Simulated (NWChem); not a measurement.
# CH₅ClSSi; SMILES CS[SiH2]Cl

```xyz
9

Si     0.8962    -0.4592    -0.2409
Cl    -0.3124    -2.0742     0.2990
S      0.2376     1.4099     0.5420
C     -1.3406     1.6530    -0.3869
H      2.2459    -0.6821     0.3216
H      0.8985    -0.4431    -1.7234
H     -1.1695     1.6355    -1.4659
H     -1.7162     2.6375    -0.1009
H     -2.0755     0.8948    -0.1092
```
Atoms are numbered in this order, from 1.

All runs: NWChem. Pople sets run with spherical d functions. Structure relaxed at the B3LYP/6-31G* (spherical d) level. Level: PBE0/6-31+G*; rows give the wavelength of the field.

```tsv
field	isotropic polarisability (bohr³)	anisotropy (bohr³)
static	65.7	19.7
1065 nm	66.4	20.2
589 nm	68.1	21.2
```
